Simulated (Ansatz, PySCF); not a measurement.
Noncovalent pair: HCl (SMILES Cl) (first 2 atoms) with GeH4 (SMILES [GeH4]); geometry from B3LYP-D3(BJ)/def2-TZVP, rigid monomers moved along the line of their centres of mass till H2···H5 is 1.83 Å.
(charge 0, multiplicity 1):
```xyz
7

Cl    -0.44230     0.89322    -0.64112
H     -0.26788     0.01493     0.28111
Ge    -0.01911    -0.00797     3.12977
H      0.14041    -0.92917     4.34615
H     -0.01983    -0.88053     1.85736
H      1.15261     0.97804     3.05087
H     -1.34863     0.75211     3.20763
```

Monomers are frozen at their geometry in the pair; levels with a basis set take the counterpoise correction. Rows marked so take none.

Rows in 6-31G*, LANL2DZ carry no dispersion term and start afresh at each structure (6-31G* with six Cartesian d functions); the Pople sets are all-electron and without relativity. LANL2DZ brings its own core potentials from Na on.

Programs: Ansatz (Gaussian orbitals); PySCF for 6-31G* rows, LANL2DZ rows, the dispersion terms. 

One of these levels gives -51.5 meV for the interaction energy. Which?
A. HF/6-31G* (no counterpoise)
B. PBE0-D3(BJ)/def2-TZVPPD
C. PBE/def2-TZVPPD
D. B3LYP/LANL2DZ (no counterpoise)

B, PBE0-D3(BJ)/def2-TZVPPD. The others give 75.2 (HF/6-31G* (no counterpoise)), -25.2 (PBE/def2-TZVPPD), 6.8 (B3LYP/LANL2DZ (no counterpoise))

Ansatz is a program for electronic structure.
